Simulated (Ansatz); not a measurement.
Geometry optimisation, RKS PBE/def2-mTZVP in Ansatz 0.2.0.

Input:

```yaml
crystal:
  periodic: [false, false, false]
  atoms:
    - { symbol: B, position_ang: [0.0, 0.0, 0.0] }
    - { symbol: F, position_ang: [0.0, 0.0, 1.32] }
    - { symbol: Cl, position_ang: [1.6108, 0.0, -0.93] }
    - { symbol: O, position_ang: [-1.2211, 0.0, -0.705] }
    - { symbol: H, position_ang: [-1.7308, -0.8467, -0.4965] }
basis:
  gaussian: { orbitals: def2-mTZVP }
hamiltonian:
  xc: pbe
relax:
  f_tol: 0.02
  max_steps: 40
```

Command:

```bash
$ ansatz run input.yaml --threads 1 --pin off --max-ram 2048MiB --backend cpu --events-out ev --progress --plain --runs-dir out
```

Where does it end, and by what steps?

The forces met the threshold. After 7 steps the energy has fallen by 0.492 eV; H5 moved furthest, 0.42 Å.

| step | energy less start (eV) | largest force component (eV/Å) | accepted |
| --- | --- | --- | --- |
| 0 | 0.0000 | 1.804 | yes |
| 1 | -0.1531 | 2.260 | yes |
| 2 | -0.2455 | 2.318 | yes |
| 3 | -0.4149 | 1.323 | yes |
| 4 | -0.4878 | 0.257 | yes |
| 5 | -0.4849 | 0.264 | no |
| 6 | -0.4918 | 0.023 | yes |
| 7 | -0.4918 | 0.006 | yes |

```xyz
5
Properties=species:S:1:pos:R:3
B 0.033 -0.106 -0.077
F -0.029 -0.097 1.264
Cl 1.584 0.199 -0.862
O -1.064 -0.344 -0.838
H -1.865 -0.499 -0.300
```

Whether the end is a true minimum wasn't checked by a vibrational analysis.

The run took 16 s on 1 thread of Arm Neoverse V2, with other jobs on the host, peak memory 0.14 GiB.
